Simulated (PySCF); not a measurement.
**Atomic charges against the basis set**

Compound: C6H9OP.
Structure used (PBE0-D3(BJ)/def2-SVP), in Å, numbered top down from 1:
```
atom  x, y, z in Å
C1    -1.764   -2.070    0.746
C2    -0.811   -1.609   -0.065
P3    -0.137    0.037    0.259
O4    -0.762    0.715    1.442
C5    -0.344    0.952   -1.286
C6    -0.998    2.114   -1.249
C7     1.647   -0.208    0.428
C8     2.245    0.217    1.542
H9    -2.214   -3.058    0.608
H10   -2.114   -1.451    1.579
H11   -0.431   -2.195   -0.910
H12    0.067    0.546   -2.217
H13   -1.157    2.718   -2.148
H14   -1.393    2.485   -0.297
H15    2.204   -0.697   -0.380
H16    3.320    0.097    1.702
H17    1.652    0.701    2.326
```

PBE0 throughout (PySCF), one geometry, spherical d and f functions. The structure is a single PBE0-D3(BJ)/def2-SVP conformer in the gas phase; no vibrational or solvent corrections. Atoms taken as equivalent share a column and are averaged.

Mulliken charges (e):

| basis | functions | C1/C6/C8 | C2/C5/C7 | P3 | O4 | H9/H13/H16 | H10/H14/H17 | H11/H12/H15 |
| --- | --- | --- | --- | --- | --- | --- | --- | --- |
| pcSseg-0 | 94 | -0.329 | -0.672 | +1.563 | -0.810 | +0.237 | +0.260 | +0.252 |
| cc-pVDZ | 161 | +0.012 | -0.252 | +0.708 | -0.480 | +0.053 | +0.075 | +0.036 |
| def2-SVP | 161 | -0.023 | -0.228 | +0.641 | -0.516 | +0.064 | +0.089 | +0.057 |
| aug-cc-pVDZ | 269 | +0.482 | +0.669 | +1.672 | -0.964 | -0.388 | -0.393 | -0.606 |
| def2-TZVP | 308 | -0.240 | -0.248 | +0.712 | -0.570 | +0.137 | +0.174 | +0.130 |

IAO charges (e):

| basis | functions | C1/C6/C8 | C2/C5/C7 | P3 | O4 | H9/H13/H16 | H10/H14/H17 | H11/H12/H15 |
| --- | --- | --- | --- | --- | --- | --- | --- | --- |
| pcSseg-0 | 94 | -0.245 | -0.403 | +1.337 | -0.856 | +0.157 | +0.170 | +0.160 |
| cc-pVDZ | 161 | -0.256 | -0.418 | +1.494 | -0.909 | +0.155 | +0.172 | +0.153 |
| def2-SVP | 161 | -0.247 | -0.416 | +1.502 | -0.917 | +0.151 | +0.167 | +0.150 |
| aug-cc-pVDZ | 269 | -0.265 | -0.422 | +1.505 | -0.930 | +0.160 | +0.178 | +0.158 |
| def2-TZVP | 308 | -0.263 | -0.436 | +1.562 | -0.947 | +0.159 | +0.177 | +0.157 |

**Question.** Which scheme is steadiest as the basis changes?

**Answer.** Largest range over the bases for any column: IAO 0.23 e, Mulliken 1.34 e. IAO charges move least and Mulliken charges most, counted in e.

**Question.** How much do the charges still move between the two largest bases, aug-cc-pVDZ and def2-TZVP?

**Answer.** At most, over all atoms: Mulliken 0.960 e, IAO 0.057 e.

**Question.** What do the same runs give for the total energy, the frontier levels and the dipole moment?

**Answer.** 
```tsv
basis	energy (Eh)	HOMO (eV)	LUMO (eV)	μ (D)
pcSseg-0	-648.9274	-7.47	-0.73	3.49
cc-pVDZ	-650.0864	-7.46	-0.70	3.25
def2-SVP	-649.7429	-7.57	-0.78	3.26
aug-cc-pVDZ	-650.1115	-7.71	-0.99	3.50
def2-TZVP	-650.2231	-7.78	-0.97	3.43
```

The dipole is fixed by the density alone, so its range of 0.25 D shows that the density itself changes with the basis, not only its division among atoms.
